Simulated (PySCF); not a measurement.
# Electron correlation in N⁺ (nitrogen, charge +1)

[He] 2s1 2p3, high-spin 5S determinant (an excited configuration). Calculation: PySCF 2.14, in aug-cc-pCVTZ-DK; scalar relativity by spin-free X2C-1e. Frozen: 1s2; 4 electrons correlated.

```csv
level,correlation energy (mhartree)
CCSD,-33.91
(T),-0.20
CCSD(T),-34.11
```

Diagnostics: T1 = 0.0019, D1 = 0.0031, largest double amplitude 0.019.

Cost of the coupled-cluster step: of the order of 2.4 core-seconds, for 4 correlated electrons.

Iterations:

```
CC2 = 0
CCSD nocc = (np.int64(4), np.int64(0)), nmo = (58, 58)
frozen orbitals [[0], [0]]
max_cycle = 100
direct = 0
conv_tol = 1e-08
conv_tol_normt = 1e-06
diis_space = 8
diis_start_cycle = 0
Init t2, MP2 energy = -0.0283882058730066
Init E_corr(UCCSD) = -0.0283882058741258
cycle = 1  E_corr(UCCSD) = -0.0328827660023402  dE = -0.00449456013  norm(t1,t2) = 0.0135551
cycle = 2  E_corr(UCCSD) = -0.0336990481910406  dE = -0.000816282189  norm(t1,t2) = 0.00316438
cycle = 3  E_corr(UCCSD) = -0.0339189896159992  dE = -0.000219941425  norm(t1,t2) = 0.000907657
cycle = 4  E_corr(UCCSD) = -0.0339073601971844  dE = 1.16294188e-05  norm(t1,t2) = 0.00010375
cycle = 5  E_corr(UCCSD) = -0.0339074579264551  dE = -9.77292706e-08  norm(t1,t2) = 5.06197e-06
cycle = 6  E_corr(UCCSD) = -0.033907455139188  dE = 2.78726708e-09  norm(t1,t2) = 5.12315e-07
UCCSD converged
E(UCCSD) = -53.80543996632434  E_corr = -0.03390745513918798
UCCSD(T) correction = -0.000200196573027004
```
